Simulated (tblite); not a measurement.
Species: C5H5N2S (doublet state).
SMILES with atom numbers: `[CH2:1][C:2](=[S:3])[C:4]1=[N:5][CH2:6][CH:7]=[N:8]1` (hydrogens: H9, H10 on C1; H11, H12 on C6; H13 on C7)

Computed geometry: GFN2-xTB, gas phase. This method treats the open shell by occupation alone, without spin polarisation.

Task: What internal coordinates does the optimisation give?

Result: 
```
          bond  length (pm)   order
         C1–C2        134.5  single
         C2=S3        172.5  double
         C2–C4        145.4  single
         C4=N5        128.3  double
         N5–C6        142.9  single
         C6–C7        150.0  single
         C7=N8        127.6  double
         C4–N8        141.1  single
         C1–H9        107.6  single
        C1–H10        107.6  single
C6–H11, C6–H12        109.3  single
        C7–H13        107.4  single
```

Bonds in one row agree within 1 pm and their mean is given. Orders are formal, as drawn. A selection of angles:
```
   angle  degrees
C1–C2–S3    122.4
C1–C2–C4    121.0
S3–C2–C4    116.6
C2–C4–N5    124.7
C2–C4–N8    120.0
N5–C4–N8    115.3
C4–N5–C6    106.4
N5–C6–C7    102.5
C6–C7–N8    111.0
C4–N8–C7    104.8
```

Dihedral angles: C1–C2–C4–N5 180° (antiperiplanar); C2–C4–N5–C6 180° (antiperiplanar); C4–N5–C6–C7 0° (synperiplanar); N5–C6–C7–N8 0° (synperiplanar); C6–C7–N8–C4 0° (synperiplanar); C2–C4–N8–C7 180° (antiperiplanar).

C7 (carbon bonded to C, N and H) is planar (angles 126.0°, 123.0° and 111.0°, sum 360.0°, 0.00 Å off the plane of its three neighbours). The 8 heavy atoms lie in one plane (0.002 Å rms). Of the pairs four or more bonds apart, N8···H9 is among the closest relative to their van der Waals radii: 2.49 Å, 90 % of the sum of Bondi's values. C2 (carbon bonded to 2 C and S) is planar (angles 122.4°, 121.0° and 116.6°, sum 360.0°, 0.00 Å off the plane of its three neighbours). C1 (carbon bonded to C and 2 H) is planar (angles 121.2°, 120.1° and 118.7°, sum 360.0°, 0.00 Å off the plane of its three neighbours). The 5-membered ring C4–N5–C6–C7–N8 has internal angles of 102.5° to 115.3°; it is planar, 0.00 Å rms from its mean plane, widest ring torsion 0°. C4 (carbon bonded to C and 2 N) is planar (angles 124.7°, 120.0° and 115.3°, sum 360.0°, 0.00 Å off the plane of its three neighbours).

Point group: Cs (tolerance 0.08 Å). Its GFN2-xTB frequencies are all real (lowest 49 cm⁻¹). Torsions: H–C1–C2–S3 180° and 0°, C1–C2–C4–N5 180°.

Time: 0.55 s of wall time. Hardware: one thread of an Arm Neoverse V1, no GPU, shared host with 32 logical CPUs at a one-minute load of 4.5. That covers the optimisation of the geometry.

One conformer stands for the species.
